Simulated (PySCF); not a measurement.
Simulation results for CH10GeSi2

Computed with PySCF 2.14.0. Calculation on a computer-drawn molecule: the log of a Hartree-Fock and frozen-core CCSD(T) single point meant for a local Hartree-Fock minimum, with one planted fault or none, to be diagnosed. Offsets are logged minus clean, where the clean run is the same molecule without the fault. The reference is restricted for singlets and unrestricted otherwise, and also for a bond in bohr or an excited solution. Adding or removing an electron swaps singlet and doublet. The excited solution moves the top pair (singlet) or top alpha electron (doublet) to the lowest empty orbital. Highest occupied and lowest empty are orbital energies over both spins, largest force is the largest gradient component, triples share is (T) over the correlation energy, the T1 limit is 0.02 restricted and 0.045 unrestricted, electrons count all cores, a negative frequency is imaginary (commonest isotopes), and the dipole is about the centre of nuclear charge; on germanium a core potential holds 10 electrons, which the energies leave out, and 3d is frozen in MP2 and coupled-cluster steps.

```xyz
14
formula=CH10GeSi2 meant_charge=0 meant_multiplicity=1 meant_basis=cc-pV(D+d)Z meant_basis_and_core_potential_on_germanium=cc-pVDZ-PP_ECP10MDF logged_electrons=76 logged_basis_functions=133 logged_SCF_converged=yes logged_spin_squared=0 logged_highest_occupied=-2.4376 logged_lowest_empty=-4.8611 logged_largest_force=0.067666 logged_CC_converged=no logged_dipole_magnitude=1.3399 logged_SCF_stable_within_its_kind=no logged_energy_HF=-914.32927 possible_faults=no_fault,one_electron_removed,one_electron_added,multiplicity_raised_by_two,geometry_at_a_saddle_point,SCF_held_on_an_excited_solution,minimal_basis_STO-3G,one_bond_length_entered_in_bohr,all_coordinates_scaled
Si    -0.5093     2.3921    -1.9731
C      0.8665     1.1029    -1.9483
Si     1.2717     0.2510    -0.3093
Ge    -0.5388    -1.0961     0.5340
H     -0.6394     2.9753    -3.3296
H     -0.2148     3.4841    -1.0148
H     -1.8054     1.7759    -1.6009
H      0.6248     0.3303    -2.6879
H      1.7851     1.5887    -2.2998
H      2.4488    -0.6349    -0.4934
H      1.6243     1.2657     0.7152
H     -1.0411    -2.0685    -0.5432
H     -1.7253    -0.2361     0.9867
H     -0.0620    -1.9222     1.7361
```

Units: logged_highest_occupied, logged_lowest_empty in eV; logged_largest_force in hartree/bohr; logged_dipole_magnitude in debye; logged_energy_HF in hartree.

Drawn bonds:
```tsv
atom	other atom	order
1	2	1
2	3	1
3	4	1
1	5	1
1	6	1
1	7	1
2	8	1
2	9	1
3	10	1
3	11	1
4	12	1
4	13	1
4	14	1
```

Notes: CCSD not converged.

Questions
1. CH10GeSi2: planted fault?

Answers
1. SCF held on an excited solution

Further results for CH10GeSi2:

```
HF energy offset from clean run : 385 kcal/mol
```
